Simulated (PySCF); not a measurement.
F⁻ (fluorine, charge -1): UHF calculation

Configuration: [Ne], closed-shell 1S. Computed with PySCF 2.14 in dyall-acv3z, with the spin-free X2C one-electron Hamiltonian (Gaussian nucleus).

- Total energy: -99.546039 hartree
- One-electron energy: -144.1428 hartree
- Hartree (Coulomb) energy: 54.8854 hartree
- Exchange energy: -10.2887 hartree
- ⟨S²⟩: 0.0000
- ⟨L²⟩: 0.000
- Sum of ⟨r⟩: 9.953 bohr
- Sum of ⟨r²⟩: 15.98 bohr²
- Langevin diamagnetic susceptibility: -12.7 ×10⁻⁶ cm³/mol

```tsv
shell	electrons	mean orbital energy (eV)	rms radius, mean of both spins (bohr)
1s	2	-703.55	0.204
2s	2	-29.330	1.15
2p	6	-4.915	1.49
```
